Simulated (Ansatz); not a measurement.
All numbers were calculated with Ansatz.

Basis-set series for CH₆BInOSi. Total charge 0; spin multiplicity 1. In takes the def2 core potential. The bonds changed during the relaxation, so this is another structure than the one it started from. The structure was optimised at the PBE0-D4/def2-TZVP level.

Cartesian coordinates in Å:
```
B -0.0715 1.3260 0.0486
C 0.1368 -0.2461 0.0825
Si -0.6877 -1.4144 -1.2141
O 0.8322 -0.7770 0.9745
In 1.1516 1.3847 1.9648
H 0.5108 1.8617 -0.8648
H -1.2115 1.7000 0.1779
H -2.1174 -1.5454 -0.8269
H -0.6053 -0.8017 -2.5640
H -0.0332 -2.7471 -1.2040
H 2.0952 1.2593 3.4255
```

```csv
functional,basis,functions,energy (Eh),HOMO (eV),LUMO (eV)
PBE0-D4,def2-TZVPP,269,-621.15955,-6.71,-1.94
PBE0-D4,def2-QZVPP,503,-621.17864,-6.72,-1.94
ωB97M-V,def2-TZVPP,269,-621.30494,-8.71,-0.38
ωB97M-V,def2-QZVPP,503,-621.32274,-8.72,-0.40
```

(1) Give the rows for def2-SVP. (Best estimate.)

## Answers

(1) The calculation gave: 
```tsv
functional	basis	functions	energy (Eh)	HOMO (eV)	LUMO (eV)
PBE0-D4	def2-SVP	116	-620.89070	-6.67	-1.88
ωB97M-V	def2-SVP	116	-621.02770	-8.63	-0.24
```
